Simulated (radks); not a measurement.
The numbers below are computed, except where a source is named.
Problem. The tantalum ion Ta10+, 63 electrons, occupied as [Kr] 4d10 4f13 5s2 5p2. Code: a radial shooting solver on a logarithmic mesh with Libxc functionals. Model: Dirac Kohn-Sham, LB94 model potential, spin-unpolarised, spherical densities, finite nucleus; open shells fill j = l - 1/2 first; Fermi nuclear charge, rms radius 5.3507 fm. Some entries of the table are withheld. Estimate them.

orbital,occ.,eigenvalue (hartree),<1/r> (bohr^-1)
1s1/2,2,-2486.972,85.47
2s1/2,2,-433.2752,20.77
2p1/2,2,-414.8340,20.77
2p3/2,4,-367.7678,17.53
3s1/2,2,-104.7160,7.615
3p1/2,2,-96.40889,(1)
3p3/2,4,-86.29035,(2)
3d3/2,4,(3),6.609
3d5/2,6,(4),6.410
4s1/2,2,-26.59056,(5)
4p1/2,2,(6),3.091
4p3/2,4,(7),2.796
4d3/2,4,-15.17355,(8)
4d5/2,6,-14.74107,(9)
5s1/2,2,(10),1.342
5p1/2,2,-7.76090,1.250
4f5/2,6,-7.64284,2.117
4f7/2,7,-7.56173,2.090
5p3/2,0,-7.29919,1.161

Solution. 
(1) 3p1/2 <1/r> (bohr^-1): 7.543
(2) 3p3/2 <1/r> (bohr^-1): 6.710
(3) 3d3/2 eigenvalue (hartree): -72.14204
(4) 3d5/2 eigenvalue (hartree): -69.93103
(5) 4s1/2 <1/r> (bohr^-1): 3.194
(6) 4p1/2 eigenvalue (hartree): -23.16666
(7) 4p3/2 eigenvalue (hartree): -20.83826
(8) 4d3/2 <1/r> (bohr^-1): 2.592
(9) 4d5/2 <1/r> (bohr^-1): 2.522
(10) 5s1/2 eigenvalue (hartree): -8.89345
